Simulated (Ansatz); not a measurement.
Species: C$_{2}$H$_{9}$ClSi$_{2}$ (charge 0, singlet). 
Geometry from a B3LYP-D3(BJ)/def2-TZVP (Ansatz, a program for electronic structure) optimisation:
SMILES: C[SiH](C)[SiH2]Cl
```xyz
14

C     -1.6376     1.6539    -0.3761
Si    -0.9293     0.0330    -1.0087
C     -1.8436    -1.4411    -0.2874
Si     1.3277    -0.0996    -0.3901
Cl     1.3901    -0.0439     1.6987
H     -2.7001     1.7317    -0.6167
H     -1.1270     2.5106    -0.8191
H     -1.5291     1.7199     0.7081
H     -0.9997    -0.0050    -2.4953
H     -2.9080    -1.3911    -0.5272
H     -1.4527    -2.3817    -0.6789
H     -1.7407    -1.4590     0.7992
H      1.9881    -1.3595    -0.8065
H      2.1476     1.0360    -0.8751
```
Charge 0, spin multiplicity 1.

Basis-set convergence of Hartree-Fock and CCSD(T) correlation energies (hartree) with Ansatz. Correlated levels leave the core frozen unless marked. Spin-orbit coupling is left out. No relativistic terms.

```csv
basis,functions,E(HF),"E(corr, CCSD(T))"
cc-pV(D+d)Z,142,-1118.42906,-0.72859
cc-pV(T+d)Z,303,-1118.49634,-0.90528
cc-pV(Q+d)Z,572,-1118.51150,-0.96160
```

Extrapolating the two largest sets (X = 3 and 4) as X^-3: E(corr) = (64·(-0.96160) - 27·(-0.90528))/37 = -1.0027 Eh, an estimate of the basis-set limit. The largest set recovers 95.9 % of it, the smallest 72.7 %.
